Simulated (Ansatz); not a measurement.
Basis-set extrapolation for CH$_{7}$BSi$_{2}$, SMILES `[SiH3][SiH]1BC1` (PBE0-D4/def2-TZVP geometry, frozen core, the Gaussian-basis code of Ansatz). Multiplicity 1, RHF reference.

```
                      def2-TZVPP   def2-QZVPP
                 HF  -644.451445  -644.472004
    MP2 correlation    -0.521509    -0.556160
CCSD(T) correlation    -0.604614      not run
```

Energies in hartree. Use E(X) = E(∞) + A·exp(−7.88·√X) for Hartree–Fock and E(X) = E(∞) + B·X^(−2.97) for correlation, with X = 3 and 4, and add CCSD(T) minus MP2 of the smaller set to the MP2 limit.

Problem. What is the CCSD(T) energy at the basis-set limit?

Solution. HF limit: -644.472004 + (-0.020559) × 0.13774 = -644.47484. MP2 limit: -0.556160 + (-0.034651) × 0.74074 = -0.58183. Higher-order term: -0.604614 − (-0.521509) = -0.08310. Total: -645.13977 hartree, 219.8 kJ/mol below CCSD(T)/def2-TZVPP.
